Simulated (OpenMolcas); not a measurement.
A calculation on Ba I.

```yaml
Program: OpenMolcas 26.06
Method: "SS-CASPT2, IPEA 0.25 Eh, imaginary shift 0.1 Eh (closed shells correlated: 5s 5p)"
Basis: ANO-RCC-VTZP [8s7p4d2f1g]
Scalar_Hamiltonian: DKH2, point nucleus
Active_space: 2 electrons in 8 orbitals (6s 6p 7s 7p)
State_averaging: 2S+1 = 3 even, 1 root; 2S+1 = 1 even, 7 roots; 2S+1 = 3 odd, 3 roots; 2S+1 = 1 odd, 3 roots
Spin-orbit_coupling: state interaction with AMFI integrals over the reference wave functions, term energies averaged over their components
```

(1) Which level of the active space comes out lowest?

(2) How high does 6s 6p ³P°₀ lie?

(3) How high does 6s 6p ¹P°₁ lie?

(4) How high does 6s 6p ³P°₂ lie?

Measured values: NIST Handbook of Basic Atomic Spectroscopic Data.

Answers

(1) 6s² ¹S₀, with 100 % of that term; it is also the measured ground level.

(2) 11930 cm⁻¹ above the lowest level; measured 12266 cm⁻¹ above the ground level, so the calculation is off by -3 %.

(3) 21030 cm⁻¹ above the lowest level; measured 18060 cm⁻¹ above the ground level, so the calculation is off by +16 %.

(4) 12740 cm⁻¹ above the lowest level; measured 13515 cm⁻¹ above the ground level, so the calculation is off by -6 %.

The run also gave levels led by 6s 7s, which use shells meant for correlation; these and all levels above them are left out. Measured partners are found by configuration, term and J. A level has none where our copy of the source lacks it or the pairing is in doubt (some pairs that miss far off the trend of their configuration count as doubtful), and it then counts in no deviation. Levels of configurations outside the active space are missing.

° marks odd parity.
